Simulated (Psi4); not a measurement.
ethyl chloride (C$_{2}$H$_{5}$Cl), singlet, geometry from GFN2-xTB. Base run: HF/STO-3G (Psi4 1.11).

The Psi4 input:
```
memory 2 GB

molecule mol {
0 1
C    -0.005783    0.814080    0.003881
C     1.499375    0.645713    0.011974
Cl   -0.816446   -0.780030   -0.008581
H    -0.355827    1.333082    0.895817
H    -0.345282    1.341658   -0.887099
H     1.972005    1.625798    0.019483
H     1.818341    0.096360    0.894178
H     1.828785    0.104853   -0.871640
}

set {
  basis sto-3g
  reference rhf
}

energy('scf')
print_variables()
```

Each row names what was changed in the base input (with any setting that the change needs).

```csv
change,ΔE vs base (mEh),SCF cycles,basis functions
base,0.000,7,24
basis_guess = sto-3g,0.000,1,24
scf_type = dfdirj+link,-0.996,7,24
df_basis_scf = cc-pvtz-jkfit,0.457,7,24
e_convergence = 1e-10,0.000,8,24
scf_type = disk_df,0.000,7,24
scf_type = mem_df,0.000,7,24
df_basis_scf = def2-universal-jkfit,0.000,7,24
guess = core,0.000,10,24
level_shift = 1.0,0.000,7,24
guess = sadno,0.000,7,24
level_shift = 0.3,0.000,7,24
guess = modhuckel,0.000,9,24
```
